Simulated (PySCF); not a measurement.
[PySCF 2.14: GIAO PBE0/pcSseg-1 shieldings; geometry from GFN2-xTB; no solvent; one conformer; no relativistic terms; one averaged value for each set of equivalent atoms]

References, each an isolated molecule treated in the same way: TMS for $^{1}$H (σref 31.72) and $^{13}$C (σref 186.93). Shifts are as computed. Against solution values, carbons near 30 ppm lie about +3 ppm off and those near 130 ppm about +5 ppm. Of 1211 compounds with measured shifts, 218 miss one by over three times the rms of a fit or turn the order of signals round; such compounds aren't used in these exercises.

Q: Order these molecules by the shift of their most shielded carbon-bound hydrogen, lowest δ first.
A. C=P(C)(C)C
B. C#CC(=C)/C=C\C#N
C. CC(=O)c1cccccc1=O

A: A (-0.23 ppm, hydrogen on a carbon double-bonded to a heavier main-group atom), C (2.79 ppm, hydrogen on a methyl carbon α to a carbonyl), B (3.17 ppm, hydrogen on a terminal alkyne carbon).

Q: Order these molecules by the shift of their most deshielded carbon, lowest δ first.
A. C=P(C)(C)C
B. C#Cc1cccnc1
C. C#CC(=C)/C=C\C#N
D. CC(=O)c1cccccc1=O

A: A (22.5 ppm, methyl carbon bonded to P), C (152.3 ppm, alkene CH), B (160.6 ppm, aromatic CH next to a ring nitrogen), D (207.0 ppm, ketone carbonyl carbon).

Q: How many $^{13}$C and $^{1}$H signals does each give (equivalence by symmetry and fast rotation, but not about amide C–N or C=N bonds)? `C=P(C)(C)C`, `C#Cc1cccnc1`, `CC(=O)c1cccccc1=O`, `C#CC(=C)/C=C\C#N`

A: C=P(C)(C)C: 2 C, 2 H; C#Cc1cccnc1: 7 C, 5 H; CC(=O)c1cccccc1=O: 9 C, 6 H; C#CC(=C)/C=C\C#N: 7 C, 5 H.
